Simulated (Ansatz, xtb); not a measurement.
**Relative energy of two structures of H3O2Si2**

We compare a, a doublet given by its coordinates, with b, `O=[Si]O[SiH3]`, a doublet. Both are isolated molecules in the gas phase, relaxed with B3LYP-D3(BJ)/def2-SVP; the shapes shown needn't be the lowest conformers.

a (Å):

```yaml
atoms:
  - { symbol: O, position_ang: [-0.8528, -0.6308, 2.4147] }
  - { symbol: O, position_ang: [0.5102, -1.4523, 0.6251] }
  - { symbol: Si, position_ang: [-0.6458, -0.2127, 0.7780] }
  - { symbol: Si, position_ang: [0.2977, -1.8914, 2.2672] }
  - { symbol: H, position_ang: [-0.0785, 1.1453, 0.5867] }
  - { symbol: H, position_ang: [-1.8575, -0.4132, -0.0528] }
  - { symbol: H, position_ang: [1.5351, -1.6392, 3.0938] }
```

Close contacts (Å): O1–Si3 1.70, O1–Si4 1.71, O2–Si3 1.70, O2–Si4 1.71, Si3–Si4 2.43, Si3–H5 1.48, Si3–H6 1.48, Si4–H7 1.51.

b (Å):

```xyz
7

O     1.1378   -1.9768    1.0227
O     0.1931   -0.4748   -1.2022
Si    0.0457   -1.5867   -0.0057
Si    1.1746    0.6568   -1.9768
H     0.3528    1.3100   -3.0271
H     2.3356   -0.0415   -2.5906
H     1.6428    1.6635   -0.9870
```

Quicker runs give these differences E(b) − E(a): GFN2-xTB −0.019 eV; HF/STO-3G +1.645 eV (at GFN2-xTB geometries); r2SCAN-D4/def2-SVP +1.151 eV (at GFN2-xTB geometries).

Question: Which of the two would you expect CCSD(T)/def2-SVP + ΔMP2/def2-TZVPP electronic energies to favour?

Answer: Structure a; the calculation gives E(b) − E(a) = +1.221 eV.

How the difference moves with the method:

| level | geometry | E(b) − E(a) (eV) | departure from the last row (eV) | job, with rough time for the two |
| --- | --- | --- | --- | --- |
| GFN2-xTB | GFN2-xTB | −0.019 | −1.239 | optimisation, 0.28 s |
| HF/STO-3G | GFN2-xTB | +1.645 | +0.424 | single point, 0.7 s |
| r2SCAN-D4/def2-SVP | GFN2-xTB | +1.151 | −0.069 | single point, 3.8 s |
| B3LYP-D3(BJ)/def2-SVP | B3LYP-D3(BJ)/def2-SVP | +1.061 | −0.160 | optimisation, 39 s |
| HF/def2-SVP | B3LYP-D3(BJ)/def2-SVP | +1.441 | +0.220 | part of the CCSD(T) run |
| MP2/def2-SVP | B3LYP-D3(BJ)/def2-SVP | +1.142 | −0.078 | part of the CCSD(T) run |
| CCSD(T)/def2-SVP | B3LYP-D3(BJ)/def2-SVP | +1.102 | −0.118 | single point |
| CCSD(T)/def2-SVP + ΔMP2/def2-TZVPP | B3LYP-D3(BJ)/def2-SVP | +1.221 |  | single point, 35 s |

GFN2-xTB finds them nearly level. The largest departure from CCSD(T)/def2-SVP + ΔMP2/def2-TZVPP is that of GFN2-xTB, 1.239 eV. The last row adds to CCSD(T) the change of the MP2 difference between the two basis sets, here +0.118 eV.

With harmonic frequencies from B3LYP-D3(BJ)/def2-SVP (ideal gas, rigid rotor, one conformer each, 298.15 K, 1 atm): on the last row, ΔE + ΔZPE = +1.177 eV. A mode under 50 cm⁻¹ makes harmonic enthalpies and free energies unreliable, so none is given.

Open shells are spin-unrestricted. The correlated steps freeze 12 core orbitals. Programs: Ansatz 0.2.0, xtb 6.7.1; the last row on 1 thread of Intel(R) Xeon(R) 6975P-C (Granite Rapids) on a shared host.
